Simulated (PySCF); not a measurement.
Hexafluoropropylene, C3F6.
Numbering: `[F:1][C:2]([F:3])=[C:4]([F:5])[C:6]([F:7])([F:8])[F:9]`

The same species was optimised twice, with GFN2-xTB and with PBE0-D3(BJ)/def2-SVP (PySCF), and the same property calculations (PySCF, gas phase) were run on both structures.

| coordinate | GFN2-xTB | PBE0-D3(BJ)/def2-SVP | change |
| --- | --- | --- | --- |
| C4–C6 (Å) | 1.516 | 1.500 | -0.016 |
| F1–C2 (Å) | 1.310 | 1.300 | -0.010 |
| C4–F5 (Å) | 1.339 | 1.328 | -0.011 |
| C2–F3 (Å) | 1.312 | 1.301 | -0.011 |
| C6–F9 (Å) | 1.332 | 1.328 | -0.004 |
| C2=C4 (Å) | 1.333 | 1.336 | +0.003 |
| C6–F8 (Å) | 1.335 | 1.332 | -0.003 |
| C6–F7 (Å) | 1.335 | 1.332 | -0.003 |
| F3–C2–C4 (°) | 123.9 | 122.3 | -1.6 |
| F1–C2–F3 (°) | 111.3 | 112.4 | +1.1 |
| F8–C6–F9 (°) | 107.5 | 108.5 | +1.0 |
| F7–C6–F9 (°) | 107.4 | 108.4 | +1.0 |
| C4–C6–F8 (°) | 111.2 | 110.2 | -1.0 |
| C2–C4–C6 (°) | 126.3 | 127.1 | +0.8 |
| C2–C4–F5 (°) | 120.1 | 119.3 | -0.8 |
| C4–C6–F7 (°) | 111.4 | 110.6 | -0.8 |
| C2–C4–C6–F7 (°) | -119 | -117 | +2 |

Rotational constants: A = 2551, B = 1246, C = 979.4 MHz (GFN2-xTB) against A = 2572, B = 1260, C = 990.6 MHz (PBE0-D3(BJ)/def2-SVP).

On the GFN2-xTB structure: lowest triplet, Tamm–Dancoff (eV) 4.37 [CAM-B3LYP/def2-SVPD]; isotropic polarisability (au) 42.7 [CAM-B3LYP/def2-SVPD]; HOMO (eV) -10.04 [CAM-B3LYP/def2-SVPD]; LUMO (eV) 0.32 [CAM-B3LYP/def2-SVPD]; dipole (D) 1.03 [CAM-B3LYP/def2-SVPD]; HOMO (eV) -8.43 [PBE0/pcSseg-1]; LUMO (eV) -0.62 [PBE0/pcSseg-1]; dipole (D) 1.04 [PBE0/pcSseg-1]; GIAO shielding of F1 (ppm) 277.9 [PBE0/pcSseg-1]; GIAO shielding of C2 (ppm) 18.6 [PBE0/pcSseg-1]; GIAO shielding of F3 (ppm) 264.1 [PBE0/pcSseg-1]; GIAO shielding of C4 (ppm) 55.6 [PBE0/pcSseg-1]; GIAO shielding of F5 (ppm) 381.8 [PBE0/pcSseg-1]; GIAO shielding of C6 (ppm) 58.2 [PBE0/pcSseg-1]; GIAO shielding of F7/F8/F9 (mean) (ppm) 254.3 [PBE0/pcSseg-1].

Q: What do these properties become on the PBE0-D3(BJ)/def2-SVP structure?

A: 
```
                                    property                level  on GFN2-xTB  on PBE0-D3(BJ)/def2-SVP  change
           lowest triplet, Tamm–Dancoff (eV)  CAM-B3LYP/def2-SVPD         4.37                     4.33   -0.04
               isotropic polarisability (au)  CAM-B3LYP/def2-SVPD         42.7                     42.4    -0.3
                                   HOMO (eV)  CAM-B3LYP/def2-SVPD       -10.04                    -9.90   +0.14
                                   LUMO (eV)  CAM-B3LYP/def2-SVPD         0.32                     0.42   +0.10
                                  dipole (D)  CAM-B3LYP/def2-SVPD         1.03                     1.06   +0.03
energy, GFN2-xTB geometry as zero (kcal/mol)  CAM-B3LYP/def2-SVPD          0.0                     -0.3    -0.3
                                   HOMO (eV)        PBE0/pcSseg-1        -8.43                    -8.28   +0.15
                                   LUMO (eV)        PBE0/pcSseg-1        -0.62                    -0.52   +0.10
                                  dipole (D)        PBE0/pcSseg-1         1.04                     1.08   +0.04
energy, GFN2-xTB geometry as zero (kcal/mol)        PBE0/pcSseg-1          0.0                     -0.4    -0.4
                  GIAO shielding of F1 (ppm)        PBE0/pcSseg-1        277.9                    282.2    +4.3
                  GIAO shielding of C2 (ppm)        PBE0/pcSseg-1         18.6                     20.4    +1.8
                  GIAO shielding of F3 (ppm)        PBE0/pcSseg-1        264.1                    268.9    +4.8
                  GIAO shielding of C4 (ppm)        PBE0/pcSseg-1         55.6                     57.3    +1.7
                  GIAO shielding of F5 (ppm)        PBE0/pcSseg-1        381.8                    384.2    +2.4
                  GIAO shielding of C6 (ppm)        PBE0/pcSseg-1         58.2                     59.5    +1.3
     GIAO shielding of F7/F8/F9 (mean) (ppm)        PBE0/pcSseg-1        254.3                    258.7    +4.4
```

The heavy atoms differ by 0.031 Å rms after alignment. Among bonds between heavy atoms C4–C6 changes most (-0.016 Å). Changes are differences of the printed values. Neither structure is proved a minimum here.

The values belong to the conformer `[F:1][C:2]([F:3])=[C:4]([F:5])[C:6]([F:7])([F:8])[F:9]`: C2–C4–C6–F7 -117°.
